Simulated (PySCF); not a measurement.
# Electron correlation in F²⁺ (fluorine, charge +2)

[He] 2s2 2p2 3s1, high-spin 4P determinant (an excited configuration). Calculation: PySCF 2.14, in aug-cc-pCVTZ-DK (7s6p4d2f, 59 functions); scalar relativity by spin-free X2C-1e. Frozen: 1s2; 5 electrons correlated.

```csv
level,correlation energy (mhartree)
CCSD,-117.78
(T),-2.03
CCSD(T),-119.81
```

Diagnostics: T1 = 0.0065, D1 = 0.0177, largest double amplitude 0.115.

Question: Is a single reference adequate?

Answer: Mostly. T1 lies below 0.03, but a double amplitude of this size points to a near-degeneracy that CCSD handles and MP2 describes poorly.
